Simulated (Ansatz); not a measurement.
Calculated with Ansatz (gas phase, PBE0-D4/def2-TZVP geometries, no zero-point term in ΔE). CCSD(T)/CBS is the MP2 limit (def2-TZVPP, def2-QZVPP) plus CCSD(T) − MP2 in def2-TZVPP, frozen cores. This one scheme is used for every species. DFT in def2-TZVPP. Triplets are unrestricted, without spin–orbit coupling. For Ge outer-core shells are correlated without core-valence functions, which leaves a few kJ/mol of doubt a bond. Scalar relativity is left out up to krypton. Each species was taken in one conformer, which may not be the lowest.

`O[SiH](O)[CH2][GeH3]` → `[CH2]` (triplet) + `O[SiH](O)[GeH3]`  (formal loss of a carbene)

| species | PBE0 energy (Eh) |
| --- | --- |
| `O[SiH](O)[CH2][GeH3]` | -2559.46969 |
| `[CH2]` (triplet) | -39.11614 |
| `O[SiH](O)[GeH3]` | -2520.17850 |

Task: Work out ΔE.

Result: ΔE = (-39.11614) + (-2520.17850) − (-2559.46969) = 0.17505 Eh = +4.76 eV. CCSD(T)/CBS gives +4.97 eV.

Largest T1 diagnostic among the species: 0.012.

The D4 term adds +0.13 eV with B3LYP and +0.07 eV with PBE0; it sums over pairs of atoms, weighted by their polarisabilities, and B3LYP, whose exchange is more repulsive, gets the larger term. In def2-TZVPP, CCSD(T) changes the Hartree–Fock value by +1.41 eV (the triples alone add +0.11 eV) and MP2 by +1.61 eV.

B3LYP here is the variant with VWN-RPA as its local correlation; programs differ in this.
